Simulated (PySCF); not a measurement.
Input of a run (PBE0-D3(BJ)/def2-SVP geometry optimisation, gas phase (PySCF 2.14.0)), started from GFN2-xTB:
```
{"job": {"xc": "PBE0", "basis": "def2-SVP", "d3": "d3bj", "grid": 1, "kind": "geom"}, "charge": 0, "multiplicity": 1}
C     -0.092971     1.327020     0.127572
N      0.161904    -0.088379    -0.037604
C     -1.033971    -0.887582     0.091429
B      1.416004    -0.613799    -0.289355
F      2.456418     0.223029    -0.385021
H      0.840275     1.877370     0.047995
H     -0.539362     1.520491     1.107397
H     -0.783590     1.681996    -0.643311
H     -1.465224    -0.770974     1.090722
H     -0.795453    -1.935135    -0.070261
H     -1.782375    -0.575712    -0.643451
H      1.619543    -1.759011    -0.422138
```

Output (energies in Eh, forces in Eh/bohr):
```
step   0  E = -259.47918588  max force = 0.019271
step   1  E = -259.48092464  max force = 0.003061
step   2  E = -259.48094274  max force = 0.001384
step   3  E = -259.48094836  max force = 0.001089
step   4  E = -259.48095921  max force = 0.000364
optimisation converged
```

Question: Summarise the run.

Answer: The energy falls by 0.048 eV over 5 energy and gradient evaluations, the largest force component goes from 0.0193 to 3.6e-04 Eh/bohr, and the atoms move by 0.038 Å rms after alignment. The bond that changes most is B4–H12 (three-coordinate boron to B–H hydrogen), which lengthens by 0.038 Å. Bonds longer at the end by more than 0.005 Å: 8 of 11; shorter: 1. Among the angles that change most is C1–N2–C3, from 112.7° to 115.2°. The energy never rose by more than 1e-6 Eh on the way. The first step brought 98 % of the lowering.

Question: What are the final bond lengths?

Answer: C1–N2 1.443 Å, N2–C3 1.440 Å, N2–B4 1.397 Å, B4–F5 1.339 Å, C1–H6 1.097 Å, C1–H7 1.105 Å, C1–H8 1.105 Å, C3–H9 1.105 Å, C3–H10 1.098 Å, C3–H11 1.105 Å, B4–H12 1.209 Å. Numbering counts from 1 in the input's order; the species is `CN(C)BF`.

The run used 105 basis functions and 31 SCF cycles in all. Time: 21 s of wall time. Hardware: x86-64 server, one thread, no GPU, shared host.

No PBE0-D3(BJ)/def2-SVP frequencies stand behind this structure, so it isn't proved a minimum.

Shape of the structure used: `[CH3:1][N:2]([CH3:3])[BH:4][F:5]`: C1–N2–B4–F5 0°.
